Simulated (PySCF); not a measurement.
## Spinor energies of Nb⁴⁺ (niobium, charge +4)

Start: [Kr] 4d1; 4d3/2 filled at m_j = +3/2. Calculated with PySCF 2.14 in x2c-TZVPall-2c: generalised Hartree-Fock with the X2C-1e Hamiltonian and a Gaussian nucleus; one run each with spin-orbit coupling (SO) switched off, then screened by Boettger's factors.

```tsv
spinor shell	electrons	ε, spin-free (eV)	ε, screened SO (eV)	weight of nominal j (screened SO)	rms radius, screened SO (bohr)
1s1/2	2	-19134.8	-19133.8	1.000	0.0415
2s1/2	2	-2791.4	-2791.0	1.000	0.171
2p1/2	2	-2491.2	-2557.3	1.000	0.149
2p3/2	4	-2491.2	-2460.0	1.000	0.154
3s1/2	2	-537.02	-536.91	1.000	0.471
3p1/2	2	-436.13	-447.30	1.000	0.471
3p3/2	4	-436.13	-430.79	1.000	0.481
3d3/2	4	-271.05	-272.96	0.999	0.471
3d5/2	6	-271.05	-269.64	1.000	0.474
4s1/2	2	-117.90	-117.86	1.000	1.22
4p1/2	2	-87.472	-89.894	0.976	1.33
4p3/2	4	-87.472	-86.255	0.988	1.35
4d3/2	1	-49.948	-50.078	0.996	1.73
```

| quantity | spin-free | screened SO |
| --- | --- | --- |
| E (hartree) | -3814.08306 | -3814.49502 |
| M_J | 3/2 | 3/2 |
| ⟨J²⟩ | 4.638 | 3.771 |
| ⟨L²⟩ | 6.009 | 6.013 |
| ⟨S²⟩ | 0.752 | 0.758 |

Each row is a mean over spinors that exchange with the open shell spreads, by up to 3.662 eV (4p1/2).

Breit and QED terms are absent; they matter most for the inner s and p1/2 levels.

Densities and radii are taken from the X2C orbitals without a picture-change correction, which distorts them close to the nucleus.

Without spin-orbit coupling the j labels of p, d and f shells carry no meaning; the spin-free column gives the mean over the occupied spinors of each nl shell, and its ⟨J²⟩ belongs to a mixture of degenerate components.
